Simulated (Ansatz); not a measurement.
Molecule: sum formula H4Si2OCl2, net charge 0, singlet state. 
Structure (B3LYP-D3(BJ)/def2-TZVP (Ansatz, a program for electronic structure) minimum search):
SMILES: [SiH3]O[SiH](Cl)Cl
```xyz
9

Si     0.5928    -0.1448     0.5881
Cl     0.5212     1.8981     0.7527
Cl     1.7092    -0.6252    -1.0636
O     -0.8965    -0.7361     0.4356
Si    -2.2976    -0.7634    -0.4399
H      1.2319    -0.7014     1.7797
H     -2.8932     0.5891    -0.4567
H     -3.2088    -1.7170     0.2228
H     -2.0072    -1.2048    -1.8202
```

Parts of the frozen-core correlation energy in aug-cc-pV(T+d)Z (Ansatz, hartree). Frozen orbitals: 21; correlated occupied orbitals by spin: 16 and 16; virtual: 321 and 321. Spin-orbit coupling is left out. No relativistic terms.

| term | value |
|---|---|
| reference (HF) | -1574.38227 |
| MP2 opposite-spin | [?] |
| MP2 same-spin | -0.20342 |
| CCSD correlation | [?] |
| (T) | [?] |
| T1 diagnostic | 0.010 |
| largest doubles amplitude | 0.008 |

**Question.** Fill in the missing entries.

**Answer.** 
- MP2 opposite-spin, value: -0.66571
- CCSD correlation, value: -0.92608
- (T), value: -0.03805
